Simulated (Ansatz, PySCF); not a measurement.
Molecule: CH2F (charge +1, singlet). 
Structure (B3LYP-D3(BJ)/def2-TZVP (Ansatz, a quantum-chemistry and plane-wave program) minimum search):
```xyz
4

C     -0.5912     0.0468     0.0149
F      0.6360    -0.0504    -0.0160
H     -1.1657    -0.8863     0.0265
H     -1.0115     1.0588     0.0283
```
Charge +1, spin multiplicity 1.

Total electronic energies in hartree. Correlated levels leave the core frozen unless marked. Spin-orbit coupling is left out. Non-relativistic. CBS marks a two-point X^-3 extrapolation of the correlation energy; Hartree-Fock from the larger set.

```
level                                         program  energy (Eh)
-------------------------------------  --------------  -----------
HF/cc-pwCVTZ                                   Ansatz   -138.15178
RI-HF/cc-pVQZ                                  Ansatz   -138.16183
TPSS-D4/def2-TZVPD                      PySCF + dftd4   -138.81926
TPSSh-D4/def2-TZVPD                     PySCF + dftd4   -138.80396
PW6B95/def2-TZVPD                               PySCF   -138.95144
CAM-B3LYP-D4/def2-TZVPD                Ansatz + dftd4   -138.75328
B2PLYP-D3(BJ)/def2-TZVPD               Ansatz + dftd3   -138.71251
MP2/6-31G*                                     Ansatz   -138.36874
MP2/def2-SVP                                   Ansatz   -138.28255
MP2/CBS(cc-pVTZ,cc-pVQZ)                       Ansatz    -138.6014
SCS-MP2/cc-pVTZ                                Ansatz   -138.53507
CCSD/6-31G*                                    Ansatz   -138.38371
CCSD/cc-pVTZ                                   Ansatz   -138.55055
CCSD(T) with core electrons/cc-pwCVTZ          Ansatz   -138.67566
CCSD(T)/CBS(aug-cc-pVTZ,aug-cc-pVQZ)           Ansatz    -138.6255
```

Totals of different functionals don't rank their quality; only differences between species are comparable.
